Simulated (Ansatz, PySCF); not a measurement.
Gas-phase reaction (SMILES): C[Si](C)(C)O [hydroxy(trimethyl)silane] + 4 [H][H] (H2) → 3 C (CH4) + O (H2O) + [SiH4] (SiH4); energy of full hydrogenation.

Geometries: B3LYP-D3(BJ)/def2-TZVP minima from Ansatz (a quantum-chemistry and plane-wave program), one conformer each, not searched for the lowest. Cores are frozen in the correlated levels unless marked. No spin-orbit coupling. No relativistic terms. CBS marks a two-point X^-3 extrapolation of the correlation energy; Hartree-Fock from the larger set. Thermal terms are rigid-rotor harmonic-oscillator values from B3LYP-D3(BJ) frequencies (Ansatz or PySCF) at 298.15 K and 1 atm. 1 Eh = 627.5095 kcal/mol.

| species | E, CCSD(T)/CBS(cc-pV(T+d)Z,cc-pV(Q+d)Z) (Ansatz) (Eh) | E, B3LYP-D3(BJ)/def2-TZVPD (Ansatz + dftd3) (Eh) | H - E (Eh) |
|---|---|---|---|
| C[Si](C)(C)O | -484.51204 | -485.28430 | 0.13401 |
| [H][H] (H2) | -1.17450 | -1.17983 | 0.01336 |
| C (CH4) | -40.45816 | -40.53958 | 0.04840 |
| O (H2O) | -76.37426 | -76.46738 | 0.02495 |
| [SiH4] (SiH4) | -291.45815 | -291.91976 | 0.03520 |

Task: Work out ΔE and ΔH at 298.15 K at the first level, then ΔH at the second.

Result: 
1. ΔE = [3×(-40.45816) + (-76.37426) + (-291.45815)] - [(-484.51204) + 4×(-1.17450)] = 0.00315 Eh = 2.0 kcal/mol at CCSD(T)/CBS(cc-pV(T+d)Z,cc-pV(Q+d)Z).
2. The terms H - E add up to 0.01790 Eh, so ΔH = (0.00315 + (0.01790))×627.5095 = 13.2 kcal/mol.
3. At B3LYP-D3(BJ)/def2-TZVPD the same steps give ΔE = -1.4 and ΔH = 9.8 kcal/mol, a shift of -3.4 from the first level.
4. These values are not checked against measurement here, since the tables used lack a sound gas-phase enthalpy of formation for at least one species.
